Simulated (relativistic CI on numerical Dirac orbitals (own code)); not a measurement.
# Electric-dipole transitions in Mo¹⁶⁺

Method of calculation: Dirac-Coulomb-Breit CI, separate exchange-only KLI orbitals for each configuration, model QED (radiative potential, 1s self-energy scaled to tabulated hydrogen-like ionisation energies), unscaled Slater integrals (own radial code, finite nucleus).

Configuration list (outside the closed core [Ne]): 3s2 3p6 3d8, 3s2 3p5 3d9, 3s2 3p4 3d10, 3s 3p6 3d9, 3p6 3d10, 3s2 3p6 3d7 4s, 3s2 3p6 3d7 4p, 3s 3p5 3d10, 3s2 3p6 3d7 4d, 3s2 3p6 3d6 4s2, 3s2 3p6 3d7 4f, 3s2 3p6 3d6 4s 4p, 3s2 3p5 3d8 4s, 3s2 3p4 3d9 4s, 3s2 3p6 3d7 5s, 3s2 3p6 3d6 4p2. Levels of other configurations are missing.

| λ vac (nm) | Lower | Upper | A (s⁻¹) | gf | Branching (%) |
| --- | --- | --- | --- | --- | --- |
| 4.2452 | 3s2 3p6 3d8 3F_3 [2] | 3s2 3p6 3d7 4p 3G°_4 [112] | 2.99e+11 | 7.26e-01 | 93.0 |
| 4.2476 | 3s2 3p6 3d8 3F_4 [1] | 3s2 3p6 3d7 4p 3G°_5 [94] | 2.80e+11 | 8.33e-01 | 96.6 |
| 4.2771 | 3s2 3p6 3d8 3F_4 [1] | 3s2 3p6 3d7 4p 3F°_4 [85] | 2.98e+11 | 7.35e-01 | 91.2 |
| 4.2967 | 3s2 3p6 3d8 1G_4 [8] | 3s2 3p6 3d7 4p 1G°_4 [136] | 6.45e+11 | 1.61e+00 | 97.1 |
| 6.6390 | 3s2 3p6 3d8 1D_2 [7] | 3s2 3p5 3d9 1P°_1 [21] | 3.29e+11 | 6.51e-01 | 53.1 |
| 6.7103 | 3s2 3p6 3d8 1G_4 [8] | 3s2 3p5 3d9 1F°_3 [20] | 8.48e+11 | 4.01e+00 | 93.1 |
| 6.8012 | 3s2 3p6 3d8 3F_3 [2] | 3s2 3p5 3d9 3P°_2 [19] | 2.37e+11 | 8.23e-01 | 42.9 |
| 7.0316 | 3s2 3p6 3d8 3P_1 [6] | 3s2 3p5 3d9 3P°_2 [19] | 1.50e+11 | 5.55e-01 | 27.0 |
| 7.1774 | 3s2 3p6 3d8 3F_4 [1] | 3s2 3p5 3d9 3D°_3 [16] | 3.24e+11 | 1.75e+00 | 59.5 |
| 7.2067 | 3s2 3p6 3d8 3F_2 [3] | 3s2 3p5 3d9 3D°_1 [17] | 4.22e+11 | 9.86e-01 | 76.4 |
| 7.2465 | 3s2 3p6 3d8 1D_2 [7] | 3s2 3p5 3d9 3F°_2 [18] | 1.91e+11 | 7.52e-01 | 69.5 |
| 7.3038 | 3s2 3p6 3d8 3F_3 [2] | 3s2 3p5 3d9 3D°_3 [16] | 1.15e+11 | 6.46e-01 | 21.2 |
| 7.4658 | 3s2 3p6 3d8 3F_3 [2] | 3s2 3p5 3d9 3D°_2 [13] | 2.66e+11 | 1.11e+00 | 65.3 |
| 7.5295 | 3s2 3p5 3d9 3D°_2 [13] | 3s2 3p4 3d10 3P_2 [174] | 1.87e+11 | 7.93e-01 | 19.6 |
| 7.5440 | 3s2 3p6 3d8 3F_4 [1] | 3s2 3p5 3d9 3F°_3 [12] | 1.78e+11 | 1.06e+00 | 69.0 |
| 7.5721 | 3s2 3p6 3d8 3P_2 [4] | 3s2 3p5 3d9 3P°_1 [14] | 1.80e+11 | 4.64e-01 | 49.3 |
| 7.7018 | 3s2 3p5 3d9 3D°_3 [16] | 3s2 3p4 3d10 3P_2 [174] | 5.12e+11 | 2.28e+00 | 53.9 |
| 7.8581 | 3s2 3p6 3d8 3F_4 [1] | 3s2 3p5 3d9 3F°_4 [10] | 1.37e+11 | 1.14e+00 | 92.9 |
| 7.8804 | 3s2 3p6 3d8 3F_2 [3] | 3s2 3p5 3d9 1D°_2 [11] | 1.67e+11 | 7.78e-01 | 68.9 |
| 10.029 | 3s2 3p5 3d9 1D°_2 [11] | 3s 3p6 3d9 1D_2 [67] | 8.44e+10 | 6.36e-01 | 48.4 |
| 10.305 | 3s2 3p5 3d9 3F°_4 [10] | 3s 3p6 3d9 3D_3 [60] | 8.06e+10 | 8.98e-01 | 56.4 |
| 10.794 | 3s2 3p5 3d9 3F°_3 [12] | 3s 3p6 3d9 3D_2 [61] | 8.74e+10 | 7.63e-01 | 47.8 |
| 22.276 | 3s2 3p6 3d7 4p 5D°_4 [62] | 3s2 3p6 3d7 4d 5P_3 [177] | 4.89e+10 | 2.54e+00 | 83.5 |
| 22.530 | 3s2 3p6 3d7 4p 5F°_5 [64] | 3s2 3p6 3d7 4d 5G_6 [178] | 3.31e+10 | 3.27e+00 | 60.7 |
| 23.973 | 3s2 3p6 3d7 4p 5F°_5 [71] | 3s2 3p6 3d7 4d 3H_6 [182] | 4.08e+10 | 4.57e+00 | 76.8 |
| 24.101 | 3s2 3p6 3d7 4p 5F°_4 [80] | 3s2 3p6 3d7 4d 5G_5 [191] | 3.28e+10 | 3.14e+00 | 63.5 |
| 24.248 | 3s2 3p6 3d7 4p 5G°_6 [72] | 3s2 3p6 3d7 4d 5H_7 [179] | 4.95e+10 | 6.54e+00 | 100.0 |
| 24.270 | 3s2 3p6 3d7 4p 5G°_5 [82] | 3s2 3p6 3d7 4d 5H_6 [194] | 4.79e+10 | 5.50e+00 | 97.1 |
| 33.263 | 3s2 3p6 3d7 4s 3H_6 [40] | 3s2 3p6 3d7 4p 3H°_6 [131] | 1.03e+10 | 2.21e+00 | 72.6 |
| 33.456 | 3s2 3p6 3d7 4s 3F_4 [54] | 3s2 3p6 3d7 4p 3G°_5 [159] | 1.34e+10 | 2.47e+00 | 72.9 |
| 33.487 | 3s2 3p6 3d7 4s 3H_5 [42] | 3s2 3p6 3d7 4p 3H°_5 [133] | 1.15e+10 | 2.12e+00 | 11.8 |
| 33.531 | 3s2 3p6 3d7 4s 3D_3 [43] | 3s2 3p6 3d7 4p 3F°_4 [134] | 1.26e+10 | 1.92e+00 | 24.3 |
| 33.644 | 3s2 3p6 3d7 4s 5P_3 [31] | 3s2 3p6 3d7 4p 5D°_4 [105] | 9.52e+09 | 1.45e+00 | 31.0 |
| 33.865 | 3s2 3p6 3d7 4s 5F_5 [22] | 3s2 3p6 3d7 4p 5G°_6 [72] | 1.40e+10 | 3.13e+00 | 100.0 |
| 34.404 | 3s2 3p6 3d7 4s 3G_5 [33] | 3s2 3p6 3d7 4p 3H°_6 [106] | 1.26e+10 | 2.90e+00 | 94.5 |
| 34.407 | 3s2 3p6 3d7 4s 3F_4 [25] | 3s2 3p6 3d7 4p 5G°_5 [82] | 1.16e+10 | 2.26e+00 | 65.2 |
| 34.468 | 3s2 3p6 3d7 4s 1G_4 [39] | 3s2 3p6 3d7 4p 1H°_5 [124] | 1.23e+10 | 2.41e+00 | 25.7 |
| 34.579 | 3s2 3p6 3d7 4s 3F_3 [28] | 3s2 3p6 3d7 4p 3G°_4 [89] | 1.05e+10 | 1.69e+00 | 14.9 |
| 35.069 | 3s2 3p6 3d7 4s 3H_6 [40] | 3s2 3p6 3d7 4p 3I°_7 [122] | 1.30e+10 | 3.58e+00 | 100.0 |
| 35.233 | 3s2 3p6 3d7 4s 1H_5 [49] | 3s2 3p6 3d7 4p 1I°_6 [138] | 1.25e+10 | 3.02e+00 | 96.8 |
| 35.461 | 3s2 3p6 3d7 4s 5F_4 [23] | 3s2 3p6 3d7 4p 5F°_5 [71] | 7.72e+09 | 1.60e+00 | 26.1 |
| 38.835 | 3s2 3p6 3d7 4s 5F_5 [22] | 3s2 3p6 3d7 4p 5F°_5 [64] | 5.88e+09 | 1.46e+00 | 54.2 |
| 39.744 | 3s2 3p6 3d7 4s 5F_5 [22] | 3s2 3p6 3d7 4p 5D°_4 [62] | 6.33e+09 | 1.35e+00 | 36.3 |
| 40.122 | 3s2 3p6 3d7 4s 3H_6 [40] | 3s2 3p6 3d7 4p 3G°_5 [94] | 6.74e+09 | 1.79e+00 | 2.3 |
| 40.602 | 3s2 3p6 3d7 4s 3H_5 [42] | 3s2 3p6 3d7 4p 3I°_6 [96] | 5.55e+09 | 1.78e+00 | 65.7 |

Terms are leading LS components. Brackets give the number of a level in order of energy, since labels repeat. The list gives strong lines, with weight on those to low levels, without lines whose two gauges differ by over a factor of 2.5, among the lowest 200 of 1579 levels, so that lines to higher ones, which can be the strongest, are missing. Levels whose partners in the same complex of configurations lie outside the list can be far off, and so can their lines. Rates are taken at the computed energies, electric ones in the length gauge.

At this charge energies of transitions that change n are usually good to better than 1 %, and those within a shell (Δn = 0) to a few per cent. Terms inside the open d or f shell come out 10 to 20 % too wide with unscaled integrals.

LS names give the leading component of a level, which can be under half, so a name can repeat, a term be missing and a line seem to break the LS rules.
